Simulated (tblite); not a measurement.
Species: C7H7O (doublet state).
Bonds: C1–C2, C2–C3 (aromatic), C3–C4 (aromatic), C4–C5 (aromatic), C5–C6 (aromatic), C6–O7, C6–C8 (aromatic), C2–C8 (aromatic). Hydrogens: H9, H10, H11 on C1; H12 on C3; H13 on C4; H14 on C5; H15 on C8.

Computed geometry: GFN2-xTB, gas phase. This method treats the open shell by occupation alone, without spin polarisation.

Give the optimised bond lengths and angles.

```json
{"bond": "C1–C2", "length (Å)": "1.499", "order": "single"}
{"bond": "C2–C3", "length (Å)": "1.403", "order": "aromatic"}
{"bond": "C3–C4", "length (Å)": "1.397", "order": "aromatic"}
{"bond": "C4–C5", "length (Å)": "1.365", "order": "aromatic"}
{"bond": "C5–C6", "length (Å)": "1.452", "order": "aromatic"}
{"bond": "C6–O7", "length (Å)": "1.238", "order": "single"}
{"bond": "C6–C8", "length (Å)": "1.449", "order": "aromatic"}
{"bond": "C2–C8", "length (Å)": "1.371", "order": "aromatic"}
{"bond": "C1–H9, C1–H10, C1–H11", "length (Å)": "1.088", "order": "single"}
{"bond": "C3–H12", "length (Å)": "1.080", "order": "single"}
{"bond": "C4–H13", "length (Å)": "1.081", "order": "single"}
{"bond": "C5–H14", "length (Å)": "1.079", "order": "single"}
{"bond": "C8–H15", "length (Å)": "1.080", "order": "single"}
```

Bonds in one row agree within 0.01 Å and their mean is given. Orders are formal, as drawn. A selection of angles:
```json
{"angle": "C1–C2–C3", "degrees": "120.0"}
{"angle": "C1–C2–C8", "degrees": "121.0"}
{"angle": "C3–C2–C8", "degrees": "119.0"}
{"angle": "C2–C3–C4", "degrees": "121.2"}
{"angle": "C3–C4–C5", "degrees": "120.7"}
{"angle": "C4–C5–C6", "degrees": "120.9"}
{"angle": "C5–C6–O7", "degrees": "122.1"}
{"angle": "C5–C6–C8", "degrees": "116.0"}
{"angle": "O7–C6–C8", "degrees": "122.0"}
{"angle": "C2–C8–C6", "degrees": "122.2"}
```

Of the pairs four or more bonds apart, H9···H12 is among the closest relative to their van der Waals radii: 2.42 Å, 101 % of the sum of Bondi's values. The 6-membered ring C2–C3–C4–C5–C6–C8 has internal angles of 116.0° to 122.2°; it is planar, 0.00 Å rms from its mean plane, widest ring torsion 0°. C2 (carbon bonded to 3 C) is planar (angles 121.0°, 120.0° and 119.0°, sum 360.0°, 0.01 Å off the plane of its three neighbours). C4 (carbon bonded to 2 C and H) is planar (angles 120.7°, 120.2° and 119.1°, sum 360.0°, 0.00 Å off the plane of its three neighbours). C8 (carbon bonded to 2 C and H) is planar (angles 122.2°, 121.1° and 116.7°, sum 360.0°, 0.00 Å off the plane of its three neighbours). C3 (carbon bonded to 2 C and H) is planar (angles 121.2°, 119.5° and 119.3°, sum 360.0°, 0.00 Å off the plane of its three neighbours). The C–C distances run from 1.365 Å (C4–C5, aromatic) to 1.499 Å (C1–C2, drawn single), a spread of 0.134 Å.

Its lowest GFN2-xTB frequency is 12i cm⁻¹, too small to tell a flat minimum from a shallow saddle. 2 starts were optimised and ended at 0.00 and 0.05 kcal/mol (GFN2-xTB); the lowest of these is shown.
